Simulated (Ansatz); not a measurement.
Calculated with Ansatz (gas phase, PBE0-D4/def2-TZVP geometries, no zero-point term in ΔE). CCSD(T)/CBS is the MP2 limit (def2-TZVPP, def2-QZVPP) plus CCSD(T) − MP2 in def2-TZVPP, frozen cores. DFT in def2-TZVPP. For Ge outer-core shells are correlated without core-valence functions, which leaves a few kJ/mol of doubt a bond. Scalar relativity is left out up to krypton. One conformer a species, not always the lowest.

Consider the substitution at a C–B bond: `CB(F)O[SiH3]` + `B[NH][GeH3]` → `B[N](C)[GeH3]` + `FBO[SiH3]`.

CCSD(T)/CBS gives +19.6 kcal/mol.

(1) Another level gave +22.3 kcal/mol. Which?
A. B97M-V/def2-TZVPP
B. PBE0/def2-TZVPP
C. CCSD/def2-TZVPP
D. RPA@PBE/def2-TZVPP

Largest T1 diagnostic among the species: 0.013.

Results:

(1) A. B97M-V 22.3, CCSD/def2-TZVPP 19.7, PBE0 20.8, RPA@PBE/def2-TZVPP 17.7 kcal/mol.

From BLYP to BHLYP (50 % exact exchange), in def2-TZVPP and without D4, ΔE moves by +1.1 kcal/mol. The D4 term adds −0.8 kcal/mol with B3LYP and −0.4 kcal/mol with PBE0; it sums over pairs of atoms, weighted by their polarisabilities, and B3LYP, whose exchange is more repulsive, gets the larger term.

B3LYP here is the variant with VWN-RPA as its local correlation; programs differ in this.
